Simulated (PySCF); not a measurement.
C₄H₁₀OSi, SMILES C=C[C@H]([SiH3])CO.

The structure is a stationary point at PBE0-D3(BJ)/def2-SVP. The structure was generated by enumeration; whether it is a known compound was not checked. One conformer was computed; it need not be the lowest.

All values below come from TDA-PBE/def2-SVPD run with PySCF 2.14.0.

Vertical excitations. Gas-phase values at a fixed geometry.

Computed excitation energies, oscillator strengths and character:
```json
[
 {"state": "S1", "energy (eV)": "5.46", "λ (nm)": "227", "f": "0.018", "main pairs": "HOMO−1→LUMO 68 %, HOMO→LUMO 30 %"},
 {"state": "S2", "energy (eV)": "5.81", "λ (nm)": "213", "f": "0.017", "main pairs": "HOMO→LUMO+1 79 %"},
 {"state": "S3", "energy (eV)": "6.30", "λ (nm)": "197", "f": "0.068", "main pairs": "HOMO→LUMO+2 49 %, HOMO−2→LUMO 23 %, HOMO→LUMO 10 %"},
 {"state": "S4", "energy (eV)": "6.33", "λ (nm)": "196", "f": "0.087", "main pairs": "HOMO→LUMO+2 48 %, HOMO−2→LUMO 22 %, HOMO→LUMO 9 %, HOMO−1→LUMO+1 7 %"},
 {"state": "S5", "energy (eV)": "6.48", "λ (nm)": "191", "f": "0.019", "main pairs": "HOMO−1→LUMO+1 84 %, HOMO−2→LUMO 13 %"},
 {"state": "S6", "energy (eV)": "6.63", "λ (nm)": "187", "f": "0.019", "main pairs": "HOMO→LUMO+3 94 %"},
 {"state": "T1", "energy (eV)": "4.21", "λ (nm)": "294", "f": "0", "main pairs": "HOMO→LUMO 89 %"},
 {"state": "T2", "energy (eV)": "5.45", "λ (nm)": "228", "f": "0", "main pairs": "HOMO−1→LUMO 89 %"}
]
```
Triplets are in the Tamm–Dancoff approximation.
